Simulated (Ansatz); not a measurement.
`C[CH2][MgH]` + `FC=C(Cl)Cl` → `C[CH2][Mg][Cl]` + `F/C=C/Cl` at 700 K and 1 bar (formal exchange of groups at a Mg–H bond).

Calculated with Ansatz (gas phase, PBE0-D4/def2-TZVP geometries, no zero-point term in ΔE). CBS: MP2 limit from def2 TZ/QZ plus the TZ coupled-cluster correction, frozen cores. For Mg outer-core shells are correlated without core-valence functions, which leaves a few kJ/mol of doubt a bond. Each species was taken in one conformer, which may not be the lowest.

```
         species  CCSD(T)/CBS energy (Eh)  H − E (kJ/mol)  S (J/(mol·K))
   `C[CH2][MgH]`               -279.57780           240.1          386.7
    `FC=C(Cl)Cl`              -1096.00454           123.2          391.6
`C[CH2][Mg][Cl]`               -738.85772           236.2          430.5
      `F/C=C/Cl`               -636.83467           139.3          351.5
```

H − E and S are ideal-gas, rigid-rotor, harmonic terms from PBE0-D4/def2-TZVP, for one conformer and one mirror image of each species. 1 Eh = 2625.50 kJ/mol, R = 8.31446 J/(mol·K).

Problem. By hand: ΔE, ΔH, ΔS and ΔG.

Solution. ΔE = (-738.85772) + (-636.83467) − (-279.57780) − (-1096.00454) = -0.11005 Eh = -288.9 kJ/mol. Δ(H − E) = 236.2 + 139.3 − 240.1 − 123.2 = 12.2, so ΔH = -276.7 kJ/mol. ΔS = 430.5 + 351.5 − 386.7 − 391.6 = 3.7 J/(mol·K). ΔG = -276.7 − 700 × (3.7)/1000 = -279.3 kJ/mol.

Problem. By hand: the equilibrium constant, and the temperature at which ΔG would vanish if ΔH and ΔS stayed fixed.

Solution. log₁₀ K = −ΔG/(RT ln 10) = 20.8. ΔH and −TΔS have one sign here, so there is no such temperature.

The number of gas molecules stays the same, so ΔS is small and ΔH decides. A doubt of 5 kJ/mol in ΔE shifts log₁₀ K by 0.4 here. Other conformers and mirror images would add mixing entropy, several J/(mol·K) or more a flexible species. These are equilibria of isolated gas molecules and say nothing of rates. Largest T1 diagnostic: 0.011 (customary marks: 0.02 for closed shells, 0.045 for open ones).

ΔS is within the doubt of such terms, so its sign, and with it that verdict, could turn.
